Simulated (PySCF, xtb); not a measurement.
C2Cl2F2, SMILES Cl/C(=C(/Cl)F)F.

GFN2-xTB run with xtb 6.7.1 at its own geometry gives an orbital gap of 4.14 eV and a dipole moment of 0.00 D.

Coordinates come from a B3LYP-D3(BJ)/def2-SVP optimisation.

Question: What does HF/def2-TZVP run with PySCF give? (Estimate from the structure and the level; the computed values follow.)

Answer: gap 13.95 eV (levels -10.26 and 3.69 eV), dipole 0.00 D.
